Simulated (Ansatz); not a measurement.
Consider the redistribution: `[CH3][Al]([SH])[Br]` + `FC[NH][AlH2]` → `[CH3][AlH][Br]` + `FC[NH][AlH][SH]`.

Isolated molecules relaxed with PBE0-D4/def2-TZVP in Ansatz; ΔE leaves out vibrations. CCSD(T)/CBS adds triple-zeta CCSD(T) − MP2 to the extrapolated MP2 energy (def2 sets, frozen cores). DFT in def2-TZVPP. B3LYP here is the variant with VWN-RPA as its local correlation; programs differ in this. For Br outer-core shells are correlated without core-valence functions, which leaves a few kJ/mol of doubt a bond. Scalar relativity is left out up to krypton. One conformer a species, not always the lowest.

(1) Is it downhill or uphill in electronic energy at CCSD(T)/CBS, and by how much? (Best estimate.)

(2) What do these levels give: PBE-D4, B3LYP-D4, PBE, r2SCAN, SCS-MP2/def2-QZVPP, HF/CBS(def2)? (Best estimate.)

Largest T1 diagnostic among the species: 0.012.

Results:

(1) Computed: Uphill: ΔE = +5.1 kJ/mol.

(2) Computed: PBE-D4 5.2, B3LYP-D4 5.3, PBE 3.7, r2SCAN 3.8, SCS-MP2/def2-QZVPP 5.3, HF/CBS(def2) 1.1 kJ/mol.

In def2-TZVPP, CCSD(T) changes the Hartree–Fock value by +3.7 kJ/mol (the triples alone add +0.8 kJ/mol) and MP2 by +4.8 kJ/mol.
